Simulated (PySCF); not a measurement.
# Dipole moment and polarisability of `C=CC[C@@H]1C[SiH2]S1`

C5H10SSi.
Structure used (GFN2-xTB), in Å, numbered top down from 1:
```
atom  x, y, z in Å
C1     2.4162    1.0772   -0.6806
C2     1.9233   -0.0859   -0.2983
C3     0.8546   -0.2538    0.7342
C4    -0.3671   -0.9469    0.1449
C5    -1.1139   -0.0970   -0.8938
Si6   -2.6938    0.1703    0.1301
S7    -1.6659   -1.1836    1.4470
H8     3.1864    1.1546   -1.4293
H9     2.0784    2.0060   -0.2494
H10    2.2795   -1.0050   -0.7460
H11    1.2355   -0.8621    1.5598
H12    0.5582    0.7176    1.1361
H13   -0.0942   -1.9348   -0.2299
H14   -1.2737   -0.6491   -1.8189
H15   -0.5521    0.8002   -1.1490
H16   -3.9225   -0.3927   -0.4086
H17   -2.8559    1.4970    0.7106
```

Level: PBE0/def2-SVPD (PySCF), static field, nuclei fixed, core orbitals frozen in the response. The polarisability tensor in these axes (au):

```
x   120.54   5.19  -8.10
y     5.19  97.97  -9.37
z    -8.10  -9.37  94.08
```

**Question.** What are the eigenvalues, a third of the trace, and Δα (Δα² = ½Σ(αi − αj)² over the three pairs)?

**Answer.** Principal values 86.16, 101.37 and 125.06 au; mean 104.20 au = 15.44 Å³ = 17.18 × 10⁻⁴⁰ C²·m²/J; Δα = 33.95 au (33 % of the mean).

**Question.** What is the dipole moment, and where does it point?

**Answer.** (0.54, 0.83, -1.76) D, 2.02 D in size, pointing from the negative to the positive side. Measured along this direction, the outermost atoms are S7 at the negative end and H8 at the positive end.

**Question.** Give the eigenvalues of the traceless quadrupole moment Θ = ½Σq(3rr − r²1), origin at the centre of nuclear charge.

**Answer.** -5.11, -0.34, 5.45 D·Å. The values depend on the origin, since the dipole doesn't vanish. The electronic extent ⟨r²⟩ about the same centre is 1338 bohr², a root-mean-square distance of 2.31 Å for the 70 electrons.

**Question.** Directions of the eigenvectors, and the extent of the frame along each?

**Answer.** Largest value along (0.90, 0.28, -0.32), where the nuclei span 7.19 Å; middle along (-0.42, 0.75, -0.51), 3.92 Å; least along (0.10, 0.59, 0.80), 3.36 Å. The response follows the extents in order.

**Question.** What would n − 1 = 2πNα be for an ideal gas of these molecules at 350 K and 1 atm, electronic part alone?

**Answer.** N = p/kT = 2.0968 × 10¹⁹ cm⁻³, so n − 1 = 2π × N × 15.44 × 10⁻²⁴ cm³ = 2034 × 10⁻⁶ at long wavelengths, for an ideal gas.

**Question.** Orientational against electronic polarisability at 250 K (dilute gas, rigid molecules)?

**Answer.** In Gaussian units μ²/3kT = 39.33 Å³ against 15.44 Å³, a ratio of 2.55; the Debye molar polarisation (4π/3)N_A(α + μ²/3kT) is 138.2 cm³/mol, leaving out the vibrational part.

**Question.** In TDDFT the mean static polarisability is Σ f/ω² over all singlet excitations (ω in hartree). How much of it do the 8 lowest give? Their energies (eV) and oscillator strengths: 5.07, 0.0024; 5.12, 0.0087; 6.05, 0.0185; 6.27, 0.0065; 6.40, 0.0062; 6.49, 0.0374; 6.62, 0.0336; 6.66, 0.0128.

**Answer.** They add up to 2.36 au, 2.3 % of the 104.20 au; the largest single term is 0.66 au, from the state at 6.49 eV. Terms in order: 0.07, 0.25, 0.37, 0.12, 0.11, 0.66, 0.57, 0.21 au. Higher excitations give the rest. The strengths listed sum to 0.126.

The structure is a single GFN2-xTB conformer in the gas phase; no vibrational or solvent corrections.
